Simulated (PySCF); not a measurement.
W(NH)(S)(OH)(NH2) (H₄N₂OSW), SMILES [NH]=[W]([NH2])([OH])=[S], multiplicity 1. Coordinates come from a PBE-D3(BJ)/def2-SVP optimisation. The spin state was assumed, not searched. The structure was generated by enumeration; whether it is a known compound was not checked. The def2 effective core potentials stand for the cores of W; spin–orbit coupling is left out. Other conformers were not sampled.

These are PBE-D3(BJ)/def2-SVP (PySCF 2.14.0) values and carry that method's errors.

Harmonic wavenumbers (cm⁻¹): 173, 183, 197, 215, 220, 277, 365, 441, 505, 545, 587, 619, 655, 692, 707, 966, 1457, 3474, 3516, 3578, 3756. Rotational constants (GHz): 3.134, 2.116, 1.956; symmetry number 1.

### Question
Work out the zero-point energy and the ideal-gas rigid-rotor harmonic-oscillator thermochemistry at 298.15 K and 1 atm.

### Answer
ZPE = ½ Σ hcν = ½ × 23127 cm⁻¹ = 138.33 kJ/mol. H − E(el) = 161.45 kJ/mol. Entropy in J/(mol K): translation 178.28, rotation 115.51, vibration 73.19, total 366.99. G − E(el) = 52.03 kJ/mol. Cp = 122.69 J/(mol K).
